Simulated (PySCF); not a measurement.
**Substituent chemical shifts**

Parent skeleton `[CH2:1]=[N:2][c:3]1[cH:4][cH:5][cH:6][cH:7][cH:8]1`; one hydrogen on atom 5 is replaced by X. Hydrogens on one atom are averaged.

Method: geometry: GFN2-xTB, NMR shieldings at PBE0/pcSseg-1/GIAO, in PySCF 2.14.0 with density-fitted response routines (gas phase, one averaged value for each set of equivalent atoms, a single conformation, non-relativistic Hamiltonian).

Scale: 13C (σ = 186.93 ppm) and 1H (σ = 31.72 ppm) vs TMS; 15N (σ = 267.73 ppm) against NH3 (reference shieldings calculated alike).

Parent (X = H): C1 153.9, N2 414.5, C3 157.4, C4 125.1, C5 134.6, C6 131.0, C7 134.6, C8 125.1, H(C1) 7.57 ppm. Effects are Δδ = δ(X) − δ(H), positive for deshielding.

Four derivatives gave (Δδ, ppm):
```json
{"compound": "1", "C1": "+1.5", "N2": "-3.3", "C3": "+0.8", "C4": "-4.1", "C5": "+11.9", "C6": "+0.3", "C7": "+0.7", "C8": "+2.6", "H(C1)": "+0.01"}
{"compound": "2", "C1": "+2.6", "N2": "-2.8", "C3": "+0.5", "C4": "+9.2", "C5": "-16.2", "C6": "+5.0", "C7": "+1.1", "C8": "-1.1", "H(C1)": "+0.07"}
{"compound": "3", "C1": "+0.7", "N2": "-1.4", "C3": "-0.4", "C4": "-1.5", "C5": "+11.1", "C6": "-4.9", "C7": "+0.9", "C8": "-6.1", "H(C1)": "+0.03"}
{"compound": "4", "C1": "-0.1", "N2": "-0.3", "C3": "+0.0", "C4": "+5.2", "C5": "+9.7", "C6": "+0.7", "C7": "+0.2", "C8": "-7.8", "H(C1)": "-0.01"}
```

Task: Their substituents are CH2F, CH3, CN, Cl. Which is which?

Result: 1: X = Cl (C=Nc1cccc(Cl)c1); 2: X = CN (C=Nc1cccc(C#N)c1); 3: X = CH2F (C=Nc1cccc(CF)c1); 4: X = CH3 (C=Nc1cccc(C)c1).

Experimental scales use liquid or dissolved standards, which lie at an offset from isolated NH3 (liquid NH3: subtract about 20 ppm). Unscaled 15N shifts of sp2 nitrogen come out 20 to 40 ppm too high even then.
